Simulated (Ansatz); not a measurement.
Geometry optimisation, RKS LDA/def2-SVP in Ansatz 0.2.0.

input.yaml

```yaml
crystal:
  periodic: [false, false, false]
  atoms:
    - { symbol: Ge, position_ang: [-1.4629, 0.1918, 1.3696] }
    - { symbol: Si, position_ang: [0.2497, -1.066, 0.6141] }
    - { symbol: C, position_ang: [1.2455, -0.106, -0.6344] }
    - { symbol: As, position_ang: [0.2952, 0.2446, -2.2507] }
    - { symbol: H, position_ang: [-2.4431, 0.5597, 0.1479] }
    - { symbol: H, position_ang: [-2.306, -0.5253, 2.4363] }
    - { symbol: H, position_ang: [-0.9317, 1.5544, 1.9666] }
    - { symbol: H, position_ang: [-0.2251, -2.2706, -0.0201] }
    - { symbol: H, position_ang: [1.1017, -1.4072, 1.8052] }
    - { symbol: H, position_ang: [2.1766, -0.703, -0.8639] }
    - { symbol: H, position_ang: [1.5883, 0.8555, -0.1501] }
    - { symbol: H, position_ang: [1.09414, -0.73503, -3.08838] }
    - { symbol: H, position_ang: [-0.88786, -0.83456, -1.92077] }
basis:
  gaussian: { orbitals: def2-SVP }
hamiltonian:
  xc: lda
relax:
  f_tol: 0.015
  max_steps: 40
```

Run as:

```bash
$ ansatz run input.yaml --threads 2 --pin off --max-ram 3072MiB --backend cpu --events-out ev --progress --plain --runs-dir out
```

Problem. Where does it end, and by what steps?

Solution. The run converged. The force dipped under the threshold on the way, but the program's further checks kept it going. After 25 steps the energy has fallen by 0.319 eV; H12 moved furthest, 0.86 Å.

```json
{"step": "0", "energy less start (eV)": "0.0000", "largest force component (eV/Å)": "1.649", "accepted": "yes"}
{"step": "1", "energy less start (eV)": "-0.2566", "largest force component (eV/Å)": "0.496", "accepted": "yes"}
{"step": "2", "energy less start (eV)": "-0.2897", "largest force component (eV/Å)": "0.185", "accepted": "yes"}
{"step": "3", "energy less start (eV)": "-0.2938", "largest force component (eV/Å)": "0.050", "accepted": "yes"}
{"step": "4", "energy less start (eV)": "-0.2956", "largest force component (eV/Å)": "0.050", "accepted": "yes"}
{"step": "5", "energy less start (eV)": "-0.2985", "largest force component (eV/Å)": "0.021", "accepted": "yes"}
{"step": "6", "energy less start (eV)": "-0.2993", "largest force component (eV/Å)": "0.027", "accepted": "yes"}
{"step": "7", "energy less start (eV)": "-0.2995", "largest force component (eV/Å)": "0.017", "accepted": "yes"}
{"step": "8", "energy less start (eV)": "-0.3001", "largest force component (eV/Å)": "0.066", "accepted": "yes"}
{"step": "9", "energy less start (eV)": "-0.3009", "largest force component (eV/Å)": "0.036", "accepted": "yes"}
{"step": "10", "energy less start (eV)": "-0.3017", "largest force component (eV/Å)": "0.192", "accepted": "yes"}
{"step": "11", "energy less start (eV)": "-0.3034", "largest force component (eV/Å)": "0.135", "accepted": "yes"}
{"step": "12", "energy less start (eV)": "-0.3011", "largest force component (eV/Å)": "0.426", "accepted": "no"}
{"step": "13", "energy less start (eV)": "-0.3074", "largest force component (eV/Å)": "0.041", "accepted": "yes"}
{"step": "14", "energy less start (eV)": "-0.3101", "largest force component (eV/Å)": "0.075", "accepted": "yes"}
{"step": "15", "energy less start (eV)": "-0.3106", "largest force component (eV/Å)": "0.262", "accepted": "yes"}
{"step": "16", "energy less start (eV)": "-0.3139", "largest force component (eV/Å)": "0.074", "accepted": "yes"}
{"step": "17", "energy less start (eV)": "-0.3154", "largest force component (eV/Å)": "0.020", "accepted": "yes"}
{"step": "18", "energy less start (eV)": "-0.3166", "largest force component (eV/Å)": "0.068", "accepted": "yes"}
{"step": "19", "energy less start (eV)": "-0.3171", "largest force component (eV/Å)": "0.096", "accepted": "yes"}
{"step": "20", "energy less start (eV)": "-0.3181", "largest force component (eV/Å)": "0.036", "accepted": "yes"}
{"step": "21", "energy less start (eV)": "-0.3187", "largest force component (eV/Å)": "0.009", "accepted": "yes"}
{"step": "22", "energy less start (eV)": "-0.3191", "largest force component (eV/Å)": "0.032", "accepted": "yes"}
{"step": "23", "energy less start (eV)": "-0.3192", "largest force component (eV/Å)": "0.029", "accepted": "yes"}
{"step": "24", "energy less start (eV)": "-0.3193", "largest force component (eV/Å)": "0.021", "accepted": "yes"}
{"step": "25", "energy less start (eV)": "-0.3193", "largest force component (eV/Å)": "0.003", "accepted": "yes"}
```

```xyz
13
Properties=species:S:1:pos:R:3
Ge -1.545 0.247 1.336
Si 0.304 -1.108 0.759
C 1.291 -0.305 -0.621
As 0.076 0.350 -2.035
H -2.585 0.300 0.195
H -2.250 -0.296 2.599
H -1.085 1.694 1.628
H -0.210 -2.447 0.287
H 1.161 -1.336 1.981
H 2.043 -1.019 -1.017
H 1.830 0.581 -0.220
H 1.048 0.117 -3.205
H -0.585 -1.019 -2.277
```

Run time: 70 s on 2 threads of Arm Neoverse V1, on a shared host, peak memory 0.2 GiB.
